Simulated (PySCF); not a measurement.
# C₆ coefficients of unlike pairs at UHF

Calculated with PySCF 2.14 from the dipole response of each species, C₆(A,B) = (3/π) ∫ α_A(iu) α_B(iu) du, in atomic units, from isotropic polarisabilities. For ions this is the dispersion term alone; charge-induced terms of lower order in 1/R come first.

```
species           configuration                                                                            basis      relativity  α (bohr³)  C₆ (like pair)
   Au³⁺      [Xe] 4f14 5d8 (3F)  x2c-TZVPPall with one added diffuse shell each of s, p, d, f type (12s8p8d4f1g)   spin-free X2C      5.618           32.06
    I³⁺  [Kr] 4d10 5s2 5p2 (3P)                                        aug-cc-pwCVDZ-PP with ECP28MDF (6s5p4d1f)  core potential      10.56           58.94
   As²⁺  [Ar] 3d10 4s2 4p1 (2P)                                        aug-cc-pwCVDZ-PP with ECP10MDF (6s5p4d1f)  core potential      10.81           47.76
      K           [Ar] 4s1 (2S)                                                     aug-cc-pVQZ-X2C (8s7p5d3f2g)   spin-free X2C      407.6            6414
```

(1) Estimate C₆ for As²⁺ with I³⁺.

No spin-orbit coupling is included.

The other pairs:

```csv
pair,C₆
"K, Au³⁺",188.6
"K, I³⁺",331.5
"As²⁺, Au³⁺",35.75
"K, As²⁺",329.0
"I³⁺, Au³⁺",41.69
```

Results:

(1) The integral gives 52.58. The combination rule 2 C_A C_B / (C_A α_B/α_A + C_B α_A/α_B) gives 52.63 and the geometric mean 53.06.
